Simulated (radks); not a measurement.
Q: Excited configurations of Au I: one electron is placed in a higher orbital outside [Xe] 4f14 5d10. The ground configuration is [Xe] 4f14 5d10 6s1. All-electron calculation, scalar-relativistic Kohn-Sham, SCAN, spin-polarised, spherical densities, finite nucleus; open shells are filled with parallel spins first (spin-orbit coupling, left out, can overturn this in heavy ions); meta-GGA in the generalised Kohn-Sham scheme; Fermi nuclear charge, rms radius 5.4371 fm. Program: a radial shooting solver on a logarithmic mesh with Libxc functionals. Excitation = E - E(ground); binding = E(ion) - E, where the ion is the core of charge +1; n* = 1/sqrt(2 binding) in atomic units, and the quantum defect is n - n*.

| outer orbital | excitation (eV) | binding (eV) | n* | quantum defect | eigenvalue (eV) | <r> (bohr) |
|---|---|---|---|---|---|---|
| 5f | 8.954 | 0.894 | 3.902 | 1.098 | -0.424 | 17.91 |
| 6p | 5.718 | 4.129 | 1.815 | 4.185 | -2.053 | 4.466 |
| 7p | 8.072 | 1.776 | 2.768 | 4.232 | -1.057 | 11.26 |
| 7d | 8.928 | 0.920 | 3.847 | 3.153 | -0.526 | 20.45 |
| 7f | 9.416 | 0.431 | 5.619 | 1.381 | -0.270 | 46.08 |

Estimate the row for 6d.

A: excitation (eV) 8.335; binding (eV) 1.512; n* 3.000; quantum defect 3.000; eigenvalue (eV) -0.703; <r> (bohr) 10.68. The Delta-SCF ionisation energy is 9.847 eV (NIST Atomic Spectra Database: 9.226 eV, measured). Self-interaction in the functional shifts the binding energies and quantum defects, so they are the method's values and not measured ones.
